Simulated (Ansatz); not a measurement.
Isolated molecules relaxed with PBE0-D4/def2-TZVP in Ansatz; ΔE leaves out vibrations. CBS: MP2 limit from def2 TZ/QZ plus the TZ coupled-cluster correction, frozen cores. DFT in def2-TZVPP. B3LYP here is the variant with VWN-RPA as its local correlation; programs differ in this. For Ge outer-core shells are correlated without core-valence functions, which leaves a few kJ/mol of doubt a bond. Scalar relativity is left out up to krypton. One conformer a species, not always the lowest.

Consider the ligand exchange at a Ge–O bond: `BC(=C)[O][GeH3]` + `CC#CS` → `CC#C[S][GeH3]` + `BC(=C)O`.

Is it downhill or uphill in electronic energy at CCSD(T)/CBS, and by how much? (Estimate.)

The calculation gave: Downhill: ΔE = -7.6 kcal/mol.

What do these levels give: PBE-D4, PBE0-D4, B3LYP-D4, ωB97X-V, ωB97M-V, PBE, r2SCAN, HF/def2-TZVPP, MP2/def2-TZVPP, CCSD/def2-TZVPP, CCSD(T)/def2-TZVPP, CCSD/CBS(def2)? (An estimate is asked.)

Ansatz gave: PBE-D4 -9.9, PBE0-D4 -9.8, B3LYP-D4 -7.7, ωB97X-V -7.1, ωB97M-V -7.6, PBE -10.0, r2SCAN -8.7, HF/def2-TZVPP -6.1, MP2/def2-TZVPP -7.7, CCSD/def2-TZVPP -6.7, CCSD(T)/def2-TZVPP -6.9, CCSD/CBS(def2) -7.5 kcal/mol.

Largest T1 diagnostic among the species: 0.013.
